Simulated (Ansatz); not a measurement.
Species: sum formula Si2NH6F (charge 0, singlet). 
Geometry from a B3LYP-D3(BJ)/def2-TZVP (Ansatz, an electronic-structure program) optimisation:
SMILES: F[SiH2]N[SiH3]
```xyz
10

Si     0.9495    -0.7784    -0.1917
F      2.0851     0.0322     0.6081
N     -0.3466     0.2221    -0.6831
Si    -1.7785     0.6559     0.2008
H      0.4388    -1.8015     0.7365
H      1.6136    -1.3378    -1.3842
H     -0.2149     0.6993    -1.5657
H     -2.9965     0.3613    -0.5906
H     -1.8004     2.0978     0.5442
H     -1.7744    -0.1491     1.4406
```
Charge 0, spin multiplicity 1.

Property: atomisation energy (electronic, to ground-state atoms), in kcal/mol. Valence correlation only, unless marked. Open shells are spin-unrestricted. Spin-orbit coupling is left out. No relativistic terms. The coupled-cluster limit lacks core correlation, which all-electron functionals hold. CBS(X,Y): correlation extrapolated as X^-3; Hartree-Fock from the larger set. The bracket is a focal-point correction in the basis named.

```csv
level,program,atomisation energy (kcal/mol),minus last row,rough core time
HF/aug-cc-pV(T+d)Z,Ansatz,597.6,-211.5,-
PBE0/def2-QZVPP,Ansatz,788.8,-20.3,under 20 s
B2PLYP-D4/def2-TZVPD,Ansatz + dftd4,795.8,-13.3,under 20 s
SCS-MP2/cc-pV(T+d)Z,Ansatz,793.9,-15.2,-
CCSD/cc-pV(T+d)Z,Ansatz,773.6,-35.5,-
CCSD(T)/cc-pwCVTZ,Ansatz,784.8,-24.3,6 min
"RI-MP2/CBS(aug-cc-pV(T+d)Z,aug-cc-pV(Q+d)Z)+[CCSD(T)-MP2]/aug-cc-pV(T+d)Z",Ansatz,809.1,0.0,-
```

Core times are rough, on shared machines, summed over the molecules involved; a dash marks a level read off another run, or run on other hardware, by another program or under a memory cap.
